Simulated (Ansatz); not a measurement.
Rb2Cl3⁻, relaxed as a singlet with RKS PBE0-D4/def2-SVPD in Ansatz, starting from the GFN2-xTB geometry. Force threshold 0.02 eV/Å.

In the def2 sets Rb takes a core potential; there is no spin–orbit coupling. The structure comes from a short search, and lower isomers may exist.

Start:

```xyz
5

Rb   -2.623   -1.681   -0.913
Rb    1.147    0.718    0.391
Cl    3.337    2.246    1.285
Cl   -1.151    0.520   -1.947
Cl   -0.711   -1.803    1.185
```

Q: Estimate the energy that the relaxation releases and the steps that it takes.

A: 0.28 eV, in 4 steps; 70 s on 4 threads of Intel Xeon on a shared host. No frequencies were taken in this run, so the end may be a saddle point.

Q: Does the start keep its bonding and symmetry?

A: By distances, no bond broke or formed. The bond that changes most is Rb2–Cl3, from 2.82 to 3.04 Å (atoms count from 1). The end is the same structure that another start reached.

Q: Predict the relaxed structure.

A: 
```xyz
5

Rb   -2.4803   -1.5976   -0.8750
Rb    0.9757    0.6139    0.3274
Cl    3.3467    2.2546    1.2770
Cl   -1.1679    0.7402   -2.2040
Cl   -0.6741   -2.0110    1.4745
```
Bond lengths (bridged metal pairs left out): 5 × Cl–Rb 2.99 to 3.32 Å.
